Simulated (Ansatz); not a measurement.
Basis sets compared for Al₃Ga₂⁺. Charge 1, multiplicity 1. Geometry r2SCAN-D4/def2-SVP. Ansatz on 4 threads of Arm Neoverse V2 on a shared host; times are rough, and most runs start from earlier orbitals.

```xyz
5

Al   -1.786    0.369    1.354
Al   -1.720    0.786   -1.230
Al    2.460   -0.809   -0.075
Ga    0.556    0.043   -1.377
Ga    0.490   -0.390    1.328
```

The restricted singlet is unstable towards broken spin symmetry in Hartree–Fock (as tested in another run); at PBE-D4/def2-SVP, PBE-D4/def2-TZVP, PBE0-D4/def2-SVP, PBE0-D4/def2-TZVP this wasn't settled. Another isomer (singlet) lies 0.06 eV lower at PBE0-D4/def2-TZVP; other spin states weren't run for this one.

| level | functions | energy (Eh) | HOMO (eV) | LUMO (eV) | wall time |
| --- | --- | --- | --- | --- | --- |
| PBE-D4/def2-SVP | 118 | -4575.0520 | -9.05 | -8.39 | 1.1 s |
| PBE0-D4/def2-SVP | 118 | -4575.1694 | -9.59 | -7.84 | 1.8 s |

Question: Estimate the rows for PBE-D4/def2-TZVP (with forces), PBE0-D4/def2-TZVP.

Answer: 
| level | functions | energy (Eh) | HOMO (eV) | LUMO (eV) | wall time |
| --- | --- | --- | --- | --- | --- |
| PBE-D4/def2-TZVP (with forces) | 207 | -4575.8069 | -8.99 | -8.32 | 2.5 s |
| PBE0-D4/def2-TZVP | 207 | -4575.9196 | -9.53 | -7.75 | 4.7 s |
